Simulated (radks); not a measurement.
Results of a calculation; reference values are marked as such.
Mean orbital radii <r> (bohr) of the holmium ion Ho+, [Xe] 4f11 6s1, at several levels of relativity; Dirac values are averaged over j with weights 2j + 1. Spin-unpolarised spherical Kohn-Sham, LDA (Slater exchange, Perdew-Wang correlation), point nucleus unless stated (finite: rms radius 5.2022 fm), a radial shooting solver on a logarithmic mesh with Libxc functionals. A level marked "c x" has the speed of light scaled by that factor and shares open shells by 2j + 1; other Dirac levels either fill j = l - 1/2 first or share by 2j + 1.

shell	non-rel.	scalar-rel., finite nucleus	Dirac, 2j+1 shares	Dirac, c x 0.75	change of magnitude, last against first (%)
2s	0.09615	0.08816	0.08758	0.08017	-16.62
2p	0.08145	0.07809	0.07770	0.07458	-8.44
3s	0.2470	0.2301	0.2296	0.2145	-13.15
3p	0.2367	0.2290	0.2283	0.2214	-6.47
3d	0.2091	0.2079	0.2080	0.2073	-0.86
4s	0.5564	0.5192	0.5190	0.4870	-12.47
4p	0.5682	0.5504	0.5495	0.5344	-5.93
4d	0.5985	0.5968	0.5971	0.5967	-0.29
5s	1.381	1.276	1.277	1.186	-14.12
5p	1.569	1.519	1.517	1.472	-6.17
4f	0.8037	0.8494	0.8506	0.9022	+12.26
6s	3.879	3.626	3.627	3.381	-12.82
